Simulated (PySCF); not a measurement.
Steps of a relaxation of Lu2O3

Lu2O3 (singlet in the valence; each metal's 4f electrons, 14 of them, lie in its core potential, out of spins and levels; a saddle point, relaxed within its symmetry). PySCF 2.14.0, RKS BP86, Lu lcecp-1-SVP with ECP60, O def2-SVP; non-relativistic Hamiltonian with scalar-relativistic core potentials where named; density fitting; no spin-orbit coupling. Origin of the start: template. Columns: position (Å) and force (eV/Å). Energies are counted from the last step; some of the 7 steps are shown. Forces carry noise of the integration grid, about 0.01 to 0.03 eV/Å.

Run from Python with OMP_NUM_THREADS=2. Where DIIS fails, smearing, a level shift and second-order steps follow.
It took 42 s on 2 threads of Arm Neoverse V1, on a shared host, from the converged density of the start.

```xyz
5
step 0  E = 0.621 eV
Lu    0.0000    0.0000    2.0511     0.00    0.00   -1.65
Lu    0.0000    0.0000   -2.0511     0.00    0.00    1.65
O     0.0000    0.0000    0.0000     0.00    0.00    0.00
O     0.0000    0.0000    3.8160     0.00    0.00    4.12
O     0.0000    0.0000   -3.8160     0.00    0.00   -4.12
```

```xyz
5
step 2  E = 0.019 eV
Lu    0.0000    0.0000    2.1285     0.00    0.00    0.59
Lu    0.0000    0.0000   -2.1285     0.00    0.00   -0.59
O     0.0000    0.0000    0.0000     0.00    0.00    0.00
O     0.0000    0.0000    3.9940     0.00    0.00   -0.05
O     0.0000    0.0000   -3.9940     0.00    0.00    0.05
```

```xyz
5
step 4  E = 0.000 eV
Lu    0.0000    0.0000    2.1622     0.00    0.00    0.09
Lu    0.0000    0.0000   -2.1622     0.00    0.00   -0.09
O     0.0000    0.0000    0.0000     0.00    0.00    0.00
O     0.0000    0.0000    4.0248     0.00    0.00   -0.08
O     0.0000    0.0000   -4.0248     0.00    0.00    0.08
```

**Question.** Where does the relaxation end?

**Answer.** It converges at step 6 in D∞h:
```xyz
5
step 6  E = 0
Lu    0.0000    0.0000    2.1637
Lu    0.0000    0.0000   -2.1637
O     0.0000    0.0000    0.0000
O     0.0000    0.0000    4.0237
O     0.0000    0.0000   -4.0237
```

**Question.** How did the contacts change?

**Answer.** 
```
   contact  start (Å)  end (Å)
Lu1–O3 (O)      2.051    2.164
Lu1–O4 (O)      1.765    1.860
Lu2–O5 (O)      1.765    1.860
```


An lcecp potential fixes the number of 4f electrons, so in runs with it no electron can move into or out of that shell.
